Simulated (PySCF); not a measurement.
B(H)(OH)(PH2) (BH4OP), SMILES OBP. The structure is a stationary point at PBE0-D3(BJ)/def2-TZVP. The values are those of a single conformer.

**Question.** Give the equilibrium geometry at PBE0-D3(BJ)/def2-TZVP (PySCF confirms it by a frequency run) as Cartesian coordinates in Å. (Estimate from the structure and the level; the computed values follow.)

**Answer.** This is not unique; one that fits is 
```xyz
7

B     -0.0634    -0.7356     0.4681
H     -0.8445    -1.3104     1.1708
O      1.1494    -1.3113     0.3224
H      1.7539    -0.8323    -0.2510
P     -0.5424     0.9866    -0.2405
H     -1.8028     0.5982    -0.7547
H      0.1512     0.9138    -1.4773
```
